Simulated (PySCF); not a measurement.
Ions at one geometry of [Y(PH3)]3+

PySCF 2.14.0, RKS PBE0, Y def2-SVP with ECP28, P def2-SVP, H def2-SVP; non-relativistic Hamiltonian with scalar-relativistic core potentials where named; density fitting; no spin-orbit coupling; singlets restricted, open shells unrestricted. The geometry is relaxed for charge +3, singlet, vacuum:

```xyz
5

Y     0.0000    0.0000   -0.6779
P     0.0000    0.0000    2.1775
H     1.3336    0.0000    2.6902
H    -0.6668    1.1549    2.6902
H    -0.6668   -1.1549    2.6902
```

Energies count from the relaxed state; an electron taken off or put on is at rest in vacuum. Charges and spins are Mulliken's.

```json
{"state": "charge +3, singlet, vacuum", "energy (eV)": "0.00", "spin squared": "0.00", "charge on Y1 (e)": "2.25", "spin on Y1 (e)": "0.00", "dipole about the centre of mass (D)": "1.01"}
{"state": "charge +2, doublet, vacuum", "energy (eV)": "-17.58", "spin squared": "0.75", "charge on Y1 (e)": "1.57", "spin on Y1 (e)": "1.01", "dipole about the centre of mass (D)": "1.15"}
```

Question: What does the state charge +4, doublet, vacuum give?

Answer: energy (eV) 27.05, spin squared 0.75, charge on Y1 (e) 2.65, spin on Y1 (e) 0.29, dipole about the centre of mass (D) 4.52.

With an electron taken off (doublet) the charges change, summed by element, by Y +0.40 e, P +0.28 e, H +0.32 e. The vertical ionisation energy is 27.05 eV, against −ε(HOMO) = 24.54 eV of the relaxed state. The level lies 2.5 eV too high, as is usual for semilocal functionals and global hybrids, which keep a self-interaction error.

With an electron put on (doublet) the charges change, summed by element, by Y -0.68 e, P -0.10 e, H -0.22 e. The vertical electron affinity is 17.58 eV, against −ε(LUMO) = 20.04 eV of the relaxed state.

Open shells may have lower solutions than those found.
